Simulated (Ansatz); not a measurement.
Geometry optimisation, RKS PBE-D4/def2-SVP in Ansatz.

Input:

```yaml
crystal:
  periodic: [false, false, false]
  atoms:
    - { symbol: B, position_ang: [-0.013075, -0.155021, 0.15245] }
    - { symbol: "N", position_ang: [-0.045344, -0.10903, 1.655531] }
    - { symbol: H, position_ang: [-0.867363, -0.507384, 2.114156] }
    - { symbol: H, position_ang: [0.801773, -0.416664, 2.137946] }
    - { symbol: "N", position_ang: [1.238199, 0.045006, -0.517032] }
    - { symbol: H, position_ang: [1.281997, 0.15921, -1.527918] }
    - { symbol: H, position_ang: [2.007706, 0.512589, -0.042177] }
    - { symbol: "N", position_ang: [-1.21575, -0.402044, -0.578677] }
    - { symbol: H, position_ang: [-2.096219, -0.651011, -0.135637] }
    - { symbol: H, position_ang: [-1.292685, -0.281054, -1.58575] }
    - { symbol: H, position_ang: [-0.290685, 2.229252, 0.256452] }
    - { symbol: H, position_ang: [-0.298953, 2.029951, 0.951055] }
basis:
  gaussian: { orbitals: def2-SVP }
hamiltonian:
  xc: pbe
  dispersion: d4
relax:
  f_tol: 0.03
  max_steps: 50
```

Command:

```bash
$ ansatz run input.yaml --threads 2 --pin off --max-ram 3072MiB --backend cpu --events-out ev --progress --plain --runs-dir out
```

Task: Where does it end, and by what steps?

Result: The run converged. After 17 steps the energy has fallen by 0.309 eV; H11 moved furthest, 1.81 Å.

| step | energy less start (eV) | largest force component (eV/Å) | accepted |
| --- | --- | --- | --- |
| 0 | 0.0000 | 1.802 | yes |
| 1 | -0.1574 | 0.712 | yes |
| 2 | -0.2088 | 0.476 | yes |
| 3 | -0.2384 | 0.313 | yes |
| 4 | -0.2543 | 0.468 | yes |
| 5 | -0.2769 | 0.104 | yes |
| 6 | -0.2763 | 0.683 | no |
| 7 | -0.2837 | 0.048 | yes |
| 8 | -0.2887 | 0.102 | yes |
| 9 | -0.2945 | 0.155 | yes |
| 10 | -0.2983 | 0.223 | yes |
| 11 | -0.3016 | 0.416 | yes |
| 12 | -0.3048 | 0.166 | yes |
| 13 | -0.3068 | 0.035 | yes |
| 14 | -0.3079 | 0.056 | yes |
| 15 | -0.3084 | 0.114 | yes |
| 16 | -0.3089 | 0.042 | yes |
| 17 | -0.3090 | 0.006 | yes |

```xyz
12
Properties=species:S:1:pos:R:3
B 0.009 -0.350 -0.039
N -0.101 0.122 1.327
H -0.928 -0.107 1.879
H 0.731 0.153 1.917
N 1.288 -0.325 -0.693
H 1.382 -0.481 -1.695
H 2.066 0.211 -0.313
N -1.152 -0.850 -0.720
H -2.081 -0.807 -0.308
H -1.179 -0.971 -1.730
H -0.448 3.309 1.697
H -0.377 2.550 1.558
```

Whether the end is a true minimum wasn't checked by a vibrational analysis.

Time of the run: 68 s on 2 threads of Intel(R) Xeon(R) Processor @ 2.50GHz (Skylake/Cascade Lake), with other jobs on the host, peak memory 0.13 GiB.
